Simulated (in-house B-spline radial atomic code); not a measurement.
RPA and G0W0 for Li²⁺, 1s1, highest spin, as one setting changes: the highest l of the empty states. Start: Hartree-Fock. A dash marks a level of low quasi-particle weight. Computed with an all-electron radial atomic-structure program (B-spline basis): all electrons, non-relativistic, point nucleus, each spin shell either full or empty, empty states to the listed l with an (l + 1/2)⁻⁴ tail; G0W0 by contour deformation at full frequency.

With one electron the exact correlation energy is zero, so what RPA and GW give is self-correlation.

```csv
highest l of the empty states,RPA summed (Eh),RPA extrapolated (Eh),G0W0 level (eV)
2,-0.01854,-0.019358,1s up -122.37
3,-0.019052,-0.01944,1s up -122.38
4,?,?,?
5,-0.019338,-0.019463,1s up -122.38
6,-0.019384,-0.019464,1s up -122.38
7,-0.019411,-0.019464,1s up -122.38
8,-0.019426,-0.019463,1s up -122.38
9,-0.019435,-0.019461,1s up -122.38
10,?,?,?
11,-0.019445,-0.019457,1s up -122.38
```

What belongs in the row for 10?

RPA summed (Eh): -0.019441; RPA extrapolated (Eh): -0.019457; G0W0 level (eV): 1s up -122.38.

What belongs in the row for 4?

RPA summed (Eh): -0.019248; RPA extrapolated (Eh): -0.019458; G0W0 level (eV): 1s up -122.38.
